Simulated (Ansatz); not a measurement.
B₃F₂. Total charge 0; doublet. Geometry PBE-D4/def2-SVP.

Cartesian coordinates in Å:
```
B -0.001 -0.001 0.000
B 1.016 -1.088 0.323
B -1.017 1.088 -0.323
F 1.880 -2.011 0.597
F -1.879 2.012 -0.597
```

At HF/6-31G the charge 0 doublet is spin-contaminated (final ⟨S²⟩ up to 0.97, 0.75 for a pure state). The structure comes from a short search, and lower isomers may exist.

Problem. Estimate the α-spin orbital energies around the gap (eV) in Ansatz with HF/6-31G, PBE-D4/def2-SVP, PBE-D4/def2-TZVP, r2SCAN-D4/def2-TZVP, r2SCANh-D4/def2-TZVP.

Solution. 
| orbital | HF/6-31G | PBE-D4/def2-SVP | PBE-D4/def2-TZVP | r2SCAN-D4/def2-TZVP | r2SCANh-D4/def2-TZVP |
| --- | --- | --- | --- | --- | --- |
| HOMO−5 | -20.02 | -12.30 | -12.41 | -12.93 | -13.73 |
| HOMO−4 | -19.77 | -12.20 | -12.30 | -12.83 | -13.65 |
| HOMO−3 | -19.55 | -12.17 | -12.28 | -12.81 | -13.62 |
| HOMO−2 | -16.11 | -10.21 | -10.38 | -10.88 | -11.46 |
| HOMO−1 | -8.89 | -5.62 | -5.73 | -6.04 | -6.41 |
| HOMO | -8.20 | -4.98 | -5.09 | -5.19 | -5.54 |
| LUMO | 1.90 | -2.38 | -2.50 | -2.32 | -2.03 |
| LUMO+1 | 2.33 | -1.96 | -2.07 | -1.83 | -1.55 |
| LUMO+2 | 5.73 | 0.36 | -0.42 | 0.16 | 0.40 |
| LUMO+3 | 6.96 | 0.91 | 0.18 | 0.86 | 1.06 |
| LUMO+4 | 8.05 | 2.31 | 1.95 | 2.54 | 2.74 |
| LUMO+5 | 8.63 | 2.83 | 1.98 | 2.63 | 2.93 |
| β HOMO | -7.65 | -4.78 | -4.91 | -5.07 | -5.41 |
| β LUMO | 0.66 | -4.43 | -4.52 | -4.15 | -3.79 |
